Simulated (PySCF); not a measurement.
Ge(H)(Me)2(OH) (C2H8GeO), SMILES [CH3][GeH]([CH3])[OH]. The structure is a stationary point at PBE-D3(BJ)/def2-SVP. The values are those of a single conformer.

Computed equilibrium geometry at PBE-D3(BJ)/def2-SVP (PySCF confirms it by a frequency run) as a Z-matrix, and its point group (one conformer of several):
point group Cs.
```
Ge
O 1 1.8129
H 2 0.9745 1 110.69
H 1 1.5514 2 102.24 3 -180.00
C 1 1.9672 4 111.42 2 -117.92
H 5 1.1072 1 110.42 4 57.83
H 5 1.1084 6 108.66 1 -121.70
H 5 1.1087 6 108.62 7 -117.49
C 1 1.9672 4 111.42 2 117.92
H 9 1.1072 1 110.42 4 -57.83
H 9 1.1084 10 108.66 1 121.70
H 9 1.1087 10 108.62 11 117.49
```
